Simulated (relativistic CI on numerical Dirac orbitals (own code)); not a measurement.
**Level scheme of Hf LXIX**

Calculated at this level of theory: Dirac-Coulomb-Breit CI, orbitals from a KLI potential per configuration, QED by a radiative potential, unscaled Slater integrals (own radial code, finite nucleus).

Configurations in the expansion (outside the closed core 1s2): 2s2, 2s.2p, 2p2, 2p.3s, 2p.3p, 2s.3s, 2s.3p, 2s.3d, 2s.4s, 2s.4p, 2s.4d, 2s.4f, 3s2, 3s.3p, 3p2. Levels of other configurations are missing.

| No. | Configuration | Term | J | E (eV) | % | Landé g | jj configuration (%) |
| --- | --- | --- | --- | --- | --- | --- | --- |
| 1 | 2s2 | 1S | 0 | 0.0 | 98 |  | closed (98) |
| 2 | 2s.2p | 3P° | 0 | 164.5 | 100 |  | 2s 2p1/2 (100) |
| 3 | 2s.2p | 3P° | 1 | 197.6 | 71 | 1.305 | 2s 2p1/2 (100) |
| 4 | 2p2 | 3P | 0 | 465.1 | 68 |  | 2p1/2^2 (98) |
| 5 | 2s.2p | 3P° | 2 | 1471.6 | 100 | 1.463 | 2s 2p3/2 (100) |
| 6 | 2s.2p | 1P° | 1 | 1559.9 | 71 | 1.116 | 2s 2p3/2 (100) |
| 7 | 2p2 | 3P | 1 | 1730.0 | 100 | 1.469 | 2p1/2 2p3/2 (100) |
| 8 | 2p2 | 1D | 2 | 1748.1 | 65 | 1.136 | 2p1/2 2p3/2 (100) |
| 9 | 2p2 | 3P | 2 | 3049.4 | 65 | 1.292 | 2p3/2^2 (100) |
| 10 | 2p2 | 1S | 0 | 3116.1 | 68 |  | 2p3/2^2 (100) |
| 11 | 2s.3s | 3S | 1 | 10310.9 | 100 | 1.967 | 2s 3s (100) |
| 12 | 2s.3s | 1S | 0 | 10343.9 | 99 |  | 2s 3s (99) |
| 13 | 2s.3p | 3P° | 0 | 10388.6 | 100 |  | 2s 3p1/2 (100) |
| 14 | 2s.3p | 3P° | 1 | 10389.0 | 67 | 1.301 | 2s 3p1/2 (99) |
| 15 | 2p.3s | 3P° | 0 | 10515.7 | 100 |  | 2p1/2 3s (100) |
| 16 | 2p.3s | 3P° | 1 | 10517.5 | 66 | 1.304 | 2p1/2 3s (99) |
| 17 | 2p.3p | 3D | 1 | 10562.5 | 74 | 0.631 | 2p1/2 3p1/2 (100) |
| 18 | 2p.3p | 3P | 0 | 10615.2 | 67 |  | 2p1/2 3p1/2 (99) |
| 19 | 2s.3p | 3P° | 2 | 10774.5 | 100 | 1.477 | 2s 3p3/2 (100) |
| 20 | 2s.3p | 1P° | 1 | 10782.4 | 67 | 1.157 | 2s 3p3/2 (99) |
| 21 | 2s.3d | 3D | 1 | 10807.7 | 100 | 0.494 | 2s 3d3/2 (100) |
| 22 | 2s.3d | 3D | 2 | 10813.0 | 70 | 1.093 | 2s 3d3/2 (99) |
| 23 | 2s.3d | 3D | 3 | 10912.9 | 100 | 1.314 | 2s 3d5/2 (100) |
| 24 | 2s.3d | 1D | 2 | 10926.8 | 66 | 1.047 | 2s 3d5/2 (91) |
| 25 | 2p.3p | 3P | 1 | 10970.5 | 49 | 1.489 | 2p1/2 3p3/2 (100) |
| 26 | 2p.3p | 3D | 2 | 10974.9 | 48 | 1.139 | 2p1/2 3p3/2 (92) |
| 27 | 2p.3s | 3P° | 2 | 11839.3 | 100 | 1.469 | 2p3/2 3s (100) |
| 28 | 2p.3s | 1P° | 1 | 11849.2 | 67 | 1.125 | 2p3/2 3s (100) |
| 29 | 2p.3p | 3P | 1 | 11907.5 | 51 | 1.451 | 2p3/2 3p1/2 (100) |
| 30 | 2p.3p | 3D | 2 | 11909.1 | 48 | 1.141 | 2p3/2 3p1/2 (100) |
| 31 | 2p.3p | 3D | 3 | 12277.8 | 100 | 1.309 | 2p3/2 3p3/2 (100) |
| 32 | 2p.3p | 1P | 1 | 12278.7 | 54 | 1.322 | 2p3/2 3p3/2 (100) |
| 33 | 2p.3p | 3P | 2 | 12309.2 | 65 | 1.302 | 2p3/2 3p3/2 (100) |
| 34 | 2p.3p | 1S | 0 | 12337.0 | 68 |  | 2p3/2 3p3/2 (100) |
| 35 | 2s.4s | 3S | 1 | 13839.7 | 100 | 1.972 | 2s 4s (100) |
| 36 | 2s.4s | 1S | 0 | 13851.6 | 100 |  | 2s 4s (100) |
| 37 | 2s.4p | 3P° | 0 | 13870.0 | 100 |  | 2s 4p1/2 (100) |
| 38 | 2s.4p | 3P° | 1 | 13870.4 | 67 | 1.308 | 2s 4p1/2 (100) |
| 39 | 2s.4p | 3P° | 2 | 14031.2 | 100 | 1.482 | 2s 4p3/2 (100) |
| 40 | 2s.4p | 1P° | 1 | 14033.5 | 67 | 1.164 | 2s 4p3/2 (100) |
| 41 | 2s.4d | 3D | 1 | 14044.4 | 100 | 0.500 | 2s 4d3/2 (100) |
| 42 | 2s.4d | 3D | 2 | 14046.5 | 68 | 1.095 | 2s 4d3/2 (99) |
| 43 | 2s.4d | 3D | 3 | 14089.5 | 100 | 1.319 | 2s 4d5/2 (100) |
| 44 | 2s.4d | 1D | 2 | 14095.3 | 68 | 1.052 | 2s 4d5/2 (99) |
| 45 | 2s.4f | 3F° | 3 | 14098.1 | 60 | 1.035 | 2s 4f5/2 (100) |

Energies count from the lowest computed level; ° marks odd parity. Filled j subshells are mostly left out of the jj labels.

The mean weight of the leading LS term, summed over parents, in these 45 levels is 79 %, and that of the leading jj configuration (from the same eigenvectors) 99 %, so jj coupling describes them better and the LS labels are nominal.

At this charge energies of transitions that change n are usually good to better than 1 %, and those within a shell (Δn = 0) to a few per cent.

LS names give the leading component of a level, which can be under half, so a name can repeat, a term be missing and a line seem to break the LS rules.
